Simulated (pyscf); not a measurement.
H₂C=CH–SiH: (SMILES C=C[SiH]) [singlet] → C₂H₄Si (SMILES C1=C[SiH2]1), a rearrangement (singlet surface; C–H broken, H–Si, C–Si formed). Structures and frequencies: ωB97X-D3(BJ)/def2-SVP in PySCF. MP2 and CC: frozen core, UHF for open shells. ΔMP2 is the change of the MP2 total energy from the triple- to the quadruple-zeta basis. Energies in kcal/mol from the reactant's lowest minimum found.

Small-basis levels: PySCF, no dispersion term, spherical d functions. AM1 to PM7: differences of heats of formation from MOPAC. GFN2-xTB: tblite. Cost: rough CPU time at the saddle relative to B3LYP/6-31G*, from one job on a shared machine.

```json
[
 {"level": "HF/STO-3G", "barrier": "66.2", "reaction energy": "+5.3", "cost": "0.06"},
 {"level": "MP2/6-31G*", "barrier": "34.7", "reaction energy": "-7.2", "cost": "0.1"},
 {"level": "B3LYP/3-21G", "barrier": "42.4", "reaction energy": "+11.1", "cost": "0.7"},
 {"level": "B3LYP/6-311+G**", "barrier": "33.8", "reaction energy": "-2.8", "cost": "2"},
 {"level": "B3LYP/def2-SVP", "barrier": "33.3", "reaction energy": "-4.3", "cost": "1"},
 {"level": "GFN2-xTB", "barrier": "47.2", "reaction energy": "+3.6", "cost": "under 0.02"},
 {"level": "AM1", "barrier": "42.6", "reaction energy": "-11.2", "cost": "under 0.02"},
 {"level": "PM3", "barrier": "24.4", "reaction energy": "-8.0", "cost": "under 0.02"},
 {"level": "PM7", "barrier": "42.6", "reaction energy": "-40.2", "cost": "under 0.02"},
 {"level": "CCSD(T)/def2-TZVPP + ΔMP2(QZVPP)", "barrier": "32.6", "reaction energy": "-7.2", "cost": "–"}
]
```

Against the last row the barrier runs from -8.2 (PM3) to +33.7 kcal/mol (HF/STO-3G); B3LYP/def2-SVP happens to lie closest here (0.7 kcal/mol apart). CCSD(T)/def2-TZVPP + ΔMP2(QZVPP) has limits of its own. H₂C=CH–SiH: [singlet] lies 13.0 kcal/mol over its isomer HC≡C–SiH₃ (electronic energy, ωB97M-D3(BJ)). cyclic C₂H₄Si (SMILES C1=C[SiH2]1) lies 6.4 kcal/mol over its isomer HC≡C–SiH₃ (electronic energy, ωB97M-D3(BJ)). One saddle was located; it need not be the lowest between these sides. The CCSD(T) − MP2 part came from Ansatz, without density fitting, on the same reference.
